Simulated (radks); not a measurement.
Results of a calculation; reference values are marked as such.
Q: These are the eigenvalues of the occupied orbitals of an atom or ion with whole-number occupations (eV). Code: a radial shooting solver on a logarithmic mesh with Libxc functionals. Model: Dirac Kohn-Sham, PBEsol, spin-unpolarised, spherical densities, finite nucleus; Fermi nuclear charge, rms radius of each element as measured or else 0.836 A^(1/3) + 0.57 fm.

| orbital | eigenvalue |
|---|---|
| 1s1/2 | -2426.021 |
| 2s1/2 | -234.9859 |
| 2p1/2 | -180.9809 |
| 2p3/2 | -179.7166 |
| 3s1/2 | -37.4662 |
| 3p1/2 | -26.1764 |
| 6d3/2 | -1.5682 |

Which element is it, and in what charge state? The configuration may be excited. Open shells, if any, fill j = l - 1/2 first.

A: Z = 16, sulfur, charge +1: S+ in [Ne] 3s2 3p2 6d1. The list shows which subshells hold electrons but not how many an open one holds; the 1s level, -89.155 hartree, gives Z - s = 13.4 by -(Z - s)^2/2, which with screening and relativity narrows Z to a few neighbours, and the depths of the outer levels then fix element, charge and occupations together.
